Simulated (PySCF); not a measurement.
## Frontier levels across methods

CH10Si3.
Structure used (PBE0-D3(BJ)/def2-SVP), in Å, numbered top down from 1:
```
atom  x, y, z in Å
Si1    0.038    1.701   -0.752
C2     0.039    0.147    0.316
Si3    1.531   -0.951   -0.042
Si4   -1.585   -0.803    0.193
H5     1.313    2.462   -0.574
H6    -0.092    1.327   -2.194
H7    -1.106    2.591   -0.387
H8     0.134    0.483    1.367
H9     2.802   -0.211    0.229
H10    1.520   -1.369   -1.477
H11    1.500   -2.180    0.810
H12   -1.607   -1.933    1.171
H13   -2.746    0.097    0.474
H14   -1.743   -1.363   -1.184
```

Basis pcSseg-1 throughout (PySCF), one geometry. Geometry: PBE0-D3(BJ)/def2-SVP; no solvent, vibrations or thermal averaging.

Q: How do the orbital energies, the gap and the dipole change with the method?

A: 
| method | kind | HOMO (eV) | LUMO (eV) | gap (eV) | μ (D) | SCF cycles |
| --- | --- | --- | --- | --- | --- | --- |
| BLYP | GGA | -7.47 | -0.58 | 6.89 | 0.67 | 13 |
| B97-D | GGA | -7.59 | -0.58 | 7.01 | 0.67 | 12 |
| OPBE | GGA | -7.60 | -0.50 | 7.10 | 0.65 | 12 |
| PBE | GGA | -7.61 | -0.77 | 6.84 | 0.67 | 12 |
| KT2 | GGA | -7.66 | -0.95 | 6.71 | 0.64 | 12 |
| LDA | LDA | -7.67 | -1.05 | 6.62 | 0.67 | 13 |
| KT3 | GGA | -7.70 | -0.73 | 6.97 | 0.63 | 12 |
| BP86 | GGA | -7.71 | -0.83 | 6.88 | 0.68 | 12 |
| B97-2 | global hybrid | -8.60 | 0.09 | 8.69 | 0.68 | 11 |
| B3LYP | global hybrid | -8.62 | -0.11 | 8.51 | 0.68 | 11 |
| PBE0 | global hybrid | -8.84 | 0.04 | 8.89 | 0.68 | 11 |
| mPW1PW91 | global hybrid | -8.87 | 0.08 | 8.95 | 0.68 | 12 |
| BHandHLYP | global hybrid | -9.98 | 0.94 | 10.92 | 0.69 | 11 |
| CAM-B3LYP | range-separated hybrid | -10.16 | 1.09 | 11.24 | 0.68 | 11 |
| wB97X-D | range-separated hybrid | -10.68 | 1.79 | 12.47 | 0.68 | 12 |
| LC-wPBE | range-separated hybrid | -11.52 | 2.22 | 13.73 | 0.68 | 12 |
| HF | Hartree–Fock | -11.81 | 3.17 | 14.98 | 0.72 | 9 |

The HOMO spans 4.34 eV, from BLYP down to HF, and the gap runs from 6.62 eV (LDA) to 14.98 eV (HF). Over the methods BLYP (0 %), B97-D (0 %), OPBE (0 %), PBE (0 %), KT2 (0 %), LDA (0 %), KT3 (0 %), BP86 (0 %), B97-2 (21 %), B3LYP (20 %), PBE0 (25 %), mPW1PW91 (25 %), BHandHLYP (50 %), HF (100 %), a straight line through the gap against the share of exact exchange rises by 0.81 eV for each 10 % (correlation coefficient 0.999). The dipole ranges from 0.63 D (KT3) to 0.72 D (HF). This basis has no diffuse functions.

The vertical ΔSCF ionisation energy at PBE0/def2-SVPD is 10.53 eV; −ε(HOMO) comes closest to it with wB97X-D (10.68 eV).
